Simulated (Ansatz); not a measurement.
Isolated molecules relaxed with PBE0-D4/def2-TZVP in Ansatz; ΔE leaves out vibrations. CBS: MP2 limit from def2 TZ/QZ plus the TZ coupled-cluster correction, frozen cores. Functionals use def2-TZVPP. B3LYP here is the variant with VWN-RPA as its local correlation; programs differ in this. HSE06 is defined as in plane-wave codes. For Ge outer-core shells are correlated without core-valence functions, which leaves a few kJ/mol of doubt a bond. Scalar relativity is left out up to krypton. One conformer a species, not always the lowest.

Consider the germylene formation by 1,1-elimination: `C[S][Ge]([CH3])([F])[F]` → `[F][Ge][F]` + `CSC`.

```
             level  ΔE (kJ/mol)  difference from CCSD(T)/CBS
       LDA (SPW92)        146.1                          8.5
        r2SCAN0-D4        156.2                         18.6
          HSE06-D4        142.3                          4.7
          BHLYP-D4        139.1                          1.5
      CAM-B3LYP-D4        124.3                        -13.3
           ωB97X-V        138.8                          1.2
           ωB97M-V        124.9                        -12.7
             B3LYP         98.5                        -39.1
RPA@PBE/def2-TZVPP        135.5                         -2.1
  CCSD(T)/def2-SVP        140.9                          3.3
    MP2/def2-TZVPP        162.2                         24.6
   CCSD/def2-TZVPP        149.6                         12.0
     HF/def2-QZVPP        127.9                         -9.7
SCS-MP2/def2-QZVPP        140.9                          3.3
     MP2/CBS(def2)        148.0                         10.4
    CCSD/CBS(def2)        135.5                         -2.1
       CCSD(T)/CBS        137.6                            0
```

Largest T1 diagnostic among the species: 0.015.

In def2-TZVPP, CCSD(T) changes the Hartree–Fock value by +20.3 kJ/mol (the triples alone add +2.1 kJ/mol) and MP2 by +30.7 kJ/mol. At CCSD(T), def2-SVP lies +3.3 kJ/mol from the extrapolated value and def2-TZVPP +14.2 kJ/mol.
